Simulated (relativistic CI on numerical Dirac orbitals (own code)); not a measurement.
**Os5+: L2,3 absorption edge**

Computed with this model: Dirac-Coulomb-Breit CI, orbitals from a KLI potential per configuration, a model potential for QED, valence Slater integrals scaled by 0.8, multiplet model of core-to-valence dipole absorption; configurations [Xe] 4f14 5d3 → [He] 2s2 2p5 3s2 3p6 3d10 4s2 4p6 4d10 4f14 5s2 5p6 5d4; 80 K; Lorentzian 7.5 eV and Gaussian 1 eV FWHM. Energies are those of the free ion, without screening or charge transfer. The branching ratio is the share of the lower-energy edge in the whole absorption, uncertain by about 0.02 where the edges overlap. S is read from ⟨S²⟩ = S(S + 1).

free ion: ground-state S = 1.38, centroid 11083.21 eV, branching ratio 0.864. Peaks (eV, height): 10877.0 (100), 12390.5 (14).

The statistical ratio of this edge is 2/3 = 0.667. Values above it arise where the holes sit mainly in the j = l + 1/2 valence subshell or the ground state has high spin; values below it where core-valence Coulomb terms move weight to the upper edge, as in nearly empty shells. At deep edges of heavy elements the radial integrals of the two core levels differ, which raises the baseline.

Strongest unbroadened transitions for free ion:

| Energy (eV) | Relative strength |
| --- | --- |
| 10875.07 | 13.5 |
| 10875.11 | 20.7 |
| 10875.72 | 26.7 |
| 10875.90 | 53.2 |
| 10876.13 | 5.4 |
| 10876.40 | 65.1 |
| 10876.72 | 100.0 |
| 10877.03 | 9.8 |
| 10877.39 | 91.9 |
| 10877.72 | 18.4 |
| 10877.76 | 4.9 |
| 10877.77 | 59.7 |
| 10877.82 | 17.8 |
| 10877.95 | 16.7 |
| 10879.07 | 4.6 |
| 12389.71 | 43.9 |
| 12392.90 | 9.8 |
| 12393.22 | 6.0 |
